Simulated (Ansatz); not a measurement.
Cu2(OH)4 (Cu2O4H4), relaxed as a singlet with RKS PBE-D4/def2-SVP in Ansatz, starting from the PBE-D4/def2-SVP geometry of the neutral triplet. Force threshold 0.02 eV/Å.

The restricted singlet is unstable towards broken spin symmetry in Hartree–Fock (as tested in another run); at PBE-D4/def2-SVP this wasn't settled. At PBE-D4/def2-SVP a triplet of charge 0 lies 0.43 eV below the restricted singlet, each at its own geometry.

Start:

Cartesian coordinates in Å:
```
Cu -1.2592 0.3738 0.5393
O -3.0396 0.4825 0.7714
O 0.1673 1.2601 -0.4512
Cu 1.2844 -0.3377 -0.5022
O 2.5631 -1.0761 -1.5296
O 0.2272 -0.7682 1.0789
H -3.2685 1.0472 1.5368
H -0.1137 1.5533 -1.3396
H 3.4584 -0.8225 -1.2272
H -0.0193 -1.7124 1.1234
```

Question: Estimate the energy that the relaxation releases and the steps that it takes.

Answer: 19.6 kJ/mol, in 11 steps; 18 s on 4 threads of Arm Neoverse V1 on a shared host. The force fell under the threshold at step 9, but the optimiser went on. No frequencies were taken in this run, so the end may be a saddle point.

Question: Does the start keep its bonding and symmetry?

Answer: By distances, no bond broke or formed. The bond that changes most is Cu1–O6, from 1.95 to 1.94 Å (atoms count from 1). Point group C2v at the start, C2v at the end, both within 0.05 Å; within 0.015 Å the end is Cs.

Question: Predict the relaxed structure.

Answer: 
```xyz
10

Cu   -1.436    0.323    0.481
O    -3.102    0.678    1.034
O    -0.054    0.908   -0.744
Cu    1.330   -0.446   -0.656
O     2.862   -0.983   -1.414
O     0.005   -0.961    0.661
H    -3.110    1.263    1.818
H    -0.122    1.629   -1.398
H     3.645   -0.620   -0.953
H    -0.016   -1.791    1.172
```
Bond lengths (bridged metal pairs left out): 6 × Cu–O 1.79 to 1.94 Å; 4 × H–O 0.98 Å.
